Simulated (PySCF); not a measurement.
## Fractional electron number in Os²⁺ (osmium, charge +2)

The 5d beta orbital of [Xe] 4f14 5d6 is emptied in steps (occupation f), with all orbitals relaxed, ending at [Xe] 4f14 5d5. All numbers are calculated (PySCF 2.14, scalar relativity through the core potential, in aug-cc-pVTZ-PP with ECP60MDF (6s6p5d3f2g, 88 functions)). The exact energy is a straight line in f; departures are measured from the line between the end points of the same method.

```json
{"f": "1", "PBE0 (eV)": "0.000", "r2SCAN (eV)": "0.000", "LC-wPBE (eV)": "0.000"}
{"f": "0.75", "PBE0 (eV)": "-0.704", "r2SCAN (eV)": "-0.893", "LC-wPBE (eV)": "-0.158"}
{"f": "0.5", "PBE0 (eV)": "-0.940", "r2SCAN (eV)": "-1.171", "LC-wPBE (eV)": "-0.210"}
{"f": "0.25", "PBE0 (eV)": "-0.704", "r2SCAN (eV)": "-0.855", "LC-wPBE (eV)": "-0.158"}
{"f": "0", "PBE0 (eV)": "0.000", "r2SCAN (eV)": "0.000", "LC-wPBE (eV)": "0.000"}
```

```csv
method,E(f=0) − E(f=1) (eV),−ε at f=1 (eV),−ε at f=0.5 (eV)
PBE0,26.720,22.975,26.719
r2SCAN,26.428,21.618,26.528
LC-wPBE,26.666,25.827,26.666
```

Orbital energy along the path (eV):

```
   f     PBE0   r2SCAN  LC-wPBE
   1  -22.975  -21.618  -25.827
0.75  -24.837  -24.091  -26.242
 0.5  -26.719  -26.528  -26.666
0.25  -28.604  -28.824  -27.086
   0  -30.448  -30.725  -27.503
```

Reference removal energy between the ground levels: 25 ± 1.6 eV (theoretical estimate listed by NIST; NIST Atomic Spectra Database, ionization energies). The calculation has no spin-orbit coupling. The determinant left behind need not be the lowest term of the ion.
